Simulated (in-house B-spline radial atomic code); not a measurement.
A fraction x of an electron is removed from 3d in Mn V (Mn4+), starting from [Ar] 3d3 and keeping the highest spin. Method: scalar-relativistic (X2C) PBE, spin-polarised, spherical fractional occupations, Fermi nucleus of rms radius 3.7057 fm. Calculated with an all-electron radial atomic-structure program (B-spline basis).

```
   x  E(x) - E(0) (eV)  3d up level (eV)
   0            0.0000           -62.257
0.05            3.1385           -63.285
0.17           10.8816           -65.772
0.33           21.6733           -69.133
 0.4           26.5646           -70.619
 0.5           33.7334           -72.760
0.53           35.9259           -73.406
0.73           51.0408           -77.756
0.81           57.3316           -79.517
0.95           68.6815           -82.629
   1           72.8409           -83.749
```

The exact functional would give a straight line between the two integer points. Deviations E(x) - E(0) - x[E(1) - E(0)], in eV: -0.504 at x = 0.05, -1.501 at x = 0.17, -2.364 at x = 0.33, -2.572 at x = 0.4, -2.687 at x = 0.5, -2.68 at x = 0.53, -2.133 at x = 0.73, -1.67 at x = 0.81, -0.517 at x = 0.95.

The curve lies below the straight line by up to 2.687 eV (at x = 0.5): convex, the delocalisation error that favours fractional charges.

(1) How well does Slater's transition state (minus the level at half occupation) give the ionisation energy?

## Answers

(1) It gives 72.760 eV against 72.841 eV from the two total energies; NIST lists 72.41 eV, ground level to ground level.
